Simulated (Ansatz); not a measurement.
`BSB` + `OC(O)O` → `BOC(O)O` + `BS`  (ligand exchange at a B–S bond)

Calculated with Ansatz (gas phase, PBE0-D4/def2-TZVP geometries, no zero-point term in ΔE). CCSD(T)/CBS adds triple-zeta CCSD(T) − MP2 to the extrapolated MP2 energy (def2 sets, frozen cores). This one scheme is used for every species. Functionals use def2-TZVPP. B3LYP here is the variant with VWN-RPA as its local correlation; programs differ in this. Each species was taken in one conformer, which may not be the lowest.

`BSB`:

Z-matrix (Å, degrees):
```
B
S 1 1.796
H 1 1.192 2 117.1
H 1 1.190 2 120.1 3 -180.0
B 2 1.796 1 103.4 3 179.9
H 5 1.190 2 120.1 1 -0.1
H 5 1.192 2 117.1 1 179.9
```

`OC(O)O`:

```xyz
8

O    -0.654   -0.813   -0.925
C    -0.171   -0.184    0.198
O    -0.819    1.027    0.362
O     1.197    0.111    0.115
H    -0.641   -0.163   -1.638
H    -0.368   -0.873    1.031
H    -0.219    1.614    0.834
H     1.676   -0.718    0.024
```

`BOC(O)O`:

```xyz
10

B     1.096    0.441   -1.242
O     0.754    0.000   -0.016
C    -0.612   -0.123    0.365
O    -1.014    0.944    1.109
O    -0.731   -1.272    1.123
H     2.263    0.563   -1.465
H     0.246    0.675   -2.057
H    -1.230   -0.139   -0.541
H    -0.609    0.859    1.981
H    -0.163   -1.949    0.744
```

`BS`:

```xyz
5

B     0.295    0.091   -0.491
S    -0.821    0.549    0.797
H     0.477    0.912   -1.335
H     0.826   -0.974   -0.503
H    -0.777   -0.577    1.531
```

```tsv
level	ΔE (kcal/mol)	difference from CCSD(T)/CBS
PBE-D4	-17.0	-0.3
r2SCAN-D4	-17.5	-0.8
PBE0-D4	-16.4	0.3
ωB97X-V	-17.4	-0.7
B2PLYP	-18.0	-1.3
PBE	-17.1	-0.4
r2SCAN	-17.5	-0.8
B3LYP	-18.6	-1.9
MP2/def2-TZVPP	-16.5	0.2
CCSD/def2-TZVPP	-17.5	-0.8
CCSD(T)/def2-TZVPP	-17.5	-0.8
MP2/def2-QZVPP	-16.1	0.6
SCS-MP2/def2-QZVPP	-16.8	-0.1
HF/CBS(def2)	-18.0	-1.3
MP2/CBS(def2)	-15.7	1.0
CCSD/CBS(def2)	-16.7	0.0
CCSD(T)/CBS	-16.7	0
```

Largest T1 diagnostic among the species: 0.015.
